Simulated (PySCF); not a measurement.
# Two-component Hartree-Fock for Sr⁺ (strontium, charge +1)

Start: [Kr] 5s1; 5s1/2 filled at m_j = +1/2. Calculated with PySCF 2.14 in x2c-QZVPPall-2c (13s12p8d3f2g, 128 functions): generalised Hartree-Fock with the X2C-1e Hamiltonian and a Gaussian nucleus; one run each with spin-orbit coupling (SO) switched off, then screened by Boettger's factors.

| spinor shell | electrons | ε, spin-free (eV) | ε, screened SO (eV) | weight of nominal j (screened SO) | rms radius, screened SO (bohr) |
| --- | --- | --- | --- | --- | --- |
| 1s1/2 | 2 | -16203.9 | -16203.3 | 1.000 | 0.0451 |
| 2s1/2 | 2 | -2267.7 | -2267.5 | 1.000 | 0.187 |
| 2p1/2 | 2 | -2009.8 | -2057.0 | 1.000 | 0.164 |
| 2p3/2 | 4 | -2009.8 | -1987.4 | 1.000 | 0.167 |
| 3s1/2 | 2 | -385.81 | -385.77 | 1.000 | 0.523 |
| 3p1/2 | 2 | -300.00 | -307.57 | 1.000 | 0.528 |
| 3p3/2 | 4 | -300.00 | -296.40 | 1.000 | 0.539 |
| 3d3/2 | 4 | -158.13 | -159.27 | 1.000 | 0.545 |
| 3d5/2 | 6 | -158.13 | -157.33 | 1.000 | 0.548 |
| 4s1/2 | 2 | -59.001 | -58.994 | 1.000 | 1.45 |
| 4p1/2 | 2 | -35.788 | -36.663 | 0.998 | 1.65 |
| 4p3/2 | 4 | -35.788 | -35.369 | 0.999 | 1.69 |
| 5s1/2 | 1 | -10.476 | -10.476 | 1.000 | 4.29 |

| quantity | spin-free | screened SO |
| --- | --- | --- |
| E (hartree) | -3177.05110 | -3177.30048 |
| M_J | 1/2 | 1/2 |
| ⟨J²⟩ | 0.750 | 0.750 |
| ⟨L²⟩ | 0.000 | 0.006 |
| ⟨S²⟩ | 0.750 | 0.756 |

Breit and QED terms are absent; they matter most for the inner s and p1/2 levels.

Densities and radii are taken from the X2C orbitals without a picture-change correction, which distorts them close to the nucleus.

Without spin-orbit coupling the j labels of p, d and f shells carry no meaning; the spin-free column gives the mean over the occupied spinors of each nl shell.
